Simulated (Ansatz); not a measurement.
Stepwise reaction of `C#C[Si](F)(F)F` with hydrogen chloride, as a gas-phase model of exchange steps in deposition or etching. ΔE in kJ/mol; ΔG adds harmonic PBE0-D4 terms to CCSD(T)/CBS, at 1 bar.

Isolated molecules relaxed with PBE0-D4/def2-TZVP in Ansatz; ΔE leaves out vibrations. CCSD(T)/CBS is the MP2 limit (def2-TZVPP, def2-QZVPP) plus CCSD(T) − MP2 in def2-TZVPP, frozen cores. This one scheme is used for every species. Functionals use def2-TZVPP. B3LYP here is the variant with VWN-RPA as its local correlation; programs differ in this.

```json
{"step": "1", "reaction": "`C#C[Si](F)(F)F` + HCl → `C#C[Si](F)(F)Cl` + H–F", "PBE-D4": "44.7", "B3LYP-D4": "55.2", "ωB97M-V": "54.1", "CCSD(T)/CBS": "53.5", "ΔG(600 K)": "52.5"}
{"step": "2", "reaction": "`C#C[Si](F)(F)Cl` + HCl → `C#C[Si](F)(Cl)Cl` + H–F", "PBE-D4": "43.1", "B3LYP-D4": "53.3", "ωB97M-V": "52.4", "CCSD(T)/CBS": "50.4", "ΔG(600 K)": "55.2"}
{"step": "3", "reaction": "`C#C[Si](F)(Cl)Cl` + HCl → `C#C[Si](Cl)(Cl)Cl` + H–F", "PBE-D4": "41.2", "B3LYP-D4": "51.1", "ωB97M-V": "50.4", "CCSD(T)/CBS": "47.0", "ΔG(600 K)": "57.5"}
```

By hand: ΔE of the 3 steps together at CCSD(T)/CBS.

(53.5) + (50.4) + (47.0) = 150.9 kJ/mol, or 50.3 kJ/mol a step.

In ΔE each step is lower than the one before. All are uphill at CCSD(T)/CBS. ΔG lies between 52.5 and 57.5 kJ/mol a step. PBE-D4 differs from CCSD(T)/CBS by -8.8 to -5.8 kJ/mol a step. Isolated molecules leave out the surface, adducts and barriers. Largest T1 diagnostic: 0.013.
